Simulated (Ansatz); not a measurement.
Isolated molecules relaxed with PBE0-D4/def2-TZVP in Ansatz; ΔE leaves out vibrations. CCSD(T)/CBS is the MP2 limit (def2-TZVPP, def2-QZVPP) plus CCSD(T) − MP2 in def2-TZVPP, frozen cores. DFT in def2-TZVPP. HSE06 is defined as in plane-wave codes. def2 core potentials past Kr. For In, Nb outer-core shells are correlated without core-valence functions, which leaves a few kJ/mol of doubt a bond. Each species was taken in one conformer, which may not be the lowest.

`[O]=[Nb]([F])([F])[Cl]` + `C[CH2][In]([Cl])[Cl]` → `[O]=[Nb]([F])([Cl])[Cl]` + `C[CH2][In]([F])[Cl]`  (redistribution)

CCSD(T)/CBS gives +14.6 kcal/mol.

Another level gave +16.2 kcal/mol. Which?
A. LC-ωPBE/def2-TZVPP
B. HF/def2-TZVPP
C. BLYP-D4/def2-TZVPP
D. HSE06/def2-TZVPP

D. HSE06 16.2, BLYP-D4 14.6, HF/def2-TZVPP 18.8, LC-ωPBE 17.2 kcal/mol.

Largest T1 diagnostic among the species: 0.022, so the coupled-cluster value is less sure than usual.

From PBE to PBE0 (25 % exact exchange), in def2-TZVPP and without D4, ΔE moves by +1.1 kcal/mol. In def2-TZVPP, CCSD(T) changes the Hartree–Fock value by −3.3 kcal/mol (the triples alone add −0.9 kcal/mol) and MP2 by −4.8 kcal/mol. Leaving LDA and LC-ωPBE aside and taking each functional with its dispersion term where it has one, the values, not all of them listed here, spread over 2.3 kcal/mol, from BLYP-D4 to ωB97X-V.
